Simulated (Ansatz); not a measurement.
Ansatz (a program for electronic structure) input (B3LYP/6-31G*):

Ansatz 0.2 input:
```yaml
crystal:
  periodic: [false, false, false]
  atoms:
    - {symbol: Zn, position_ang: [0.00000000, 0.00000000, 0.00000000]}
    - {symbol: Br, position_ang: [0.00000000, 0.00000000, 2.24105600]}
    - {symbol: Br, position_ang: [-0.00000000, -0.00000000, -2.24105600]}
basis:
  gaussian:
    orbitals: 6-31G*
hamiltonian:
  xc: {name: B3LYP}
total_charge: 1
magnetization: {spin_polarized: true, initial_magnetization: 1}
```

Output:

```
Functional definition: B3LYP
integrals: 0.05 GiB planned
986 factors; integrals over basis functions are off by at most 6.6e-4 eV
mean field: 1.10 GiB planned
mean field evaluation 1: about -188478.3759 eV, gradient 3.4e1 eV
mean field evaluation 2: about -188472.3947 eV, gradient 6.0e1 eV
mean field evaluation 4: about -188482.7127 eV, gradient 1.1e0 eV
mean field evaluation 8: about -188482.7267 eV, gradient 1.9e-1 eV
mean field evaluation 16: about -188482.7270 eV, gradient 3.9e-5 eV
mean field evaluation 32: about -188482.3307 eV, gradient 5.9e-2 eV
mean field -188482.72701150 eV, -6926.6124594915 hartree, gradient 1.0e-5 eV, S^2 0.754845; 7 other end points of the search recorded, 0 dependent functions left out
reference -188482.72723220 eV, -6926.6124676021 hartree; 50, 49 occupied and 56, 57 virtual orbitals, 986 factors
Total energy: -188482.72723220 eV, -6926.6124676021 hartree
```

The dipole moment of an ion depends on the origin.

The geometry given is a B3LYP-D3(BJ)/def2-TZVP minimum of the species of charge 0 and multiplicity 1, not of this state.
